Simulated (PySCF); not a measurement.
HO3S, SMILES O=[S](=O)O (connectivity only; charge and spin as stated), charge -1, multiplicity 1.

Geometry: PBE0-D3(BJ)/def2-SVPD. The spin state was assumed, not searched. The isomer is the one that the SMILES or the coordinates give; other isomers of the formula were not compared. One conformer was computed; it need not be the lowest.

Two levels are set side by side: PBE/def2-TZVPD (PySCF) and HF/def2-TZVPD (PySCF). Same geometry, gas phase. Differences are taken from unrounded values.

```csv
quantity,PBE
orbital gap (eV),3.91
highest occupied level (eV),-0.32
lowest empty level (eV),3.58
mean polarisability (bohr³),53.1
```

Problem. These are the PBE values. What does HF give? (Estimate from the structure and the level; the computed values follow.)

Solution. 
```json
[
 {"quantity": "orbital gap (eV)", "HF": "9.86", "PBE minus HF": "-5.95"},
 {"quantity": "highest occupied level (eV)", "HF": "-4.97", "PBE minus HF": "4.65"},
 {"quantity": "lowest empty level (eV)", "HF": "4.88", "PBE minus HF": "-1.30"},
 {"quantity": "mean polarisability (bohr³)", "HF": "39.3", "PBE minus HF": "13.9"}
]
```

PBE's occupied levels lie high since its potential decays too fast outside the molecule; exact exchange lowers them and widens the gap. PBE's more diffuse valence density responds more strongly to a field. Differences between two approximate levels are no errors against the true value.

Rough cost on one machine, each run with all the roots and properties that it gave: HF against PBE about 1/2.
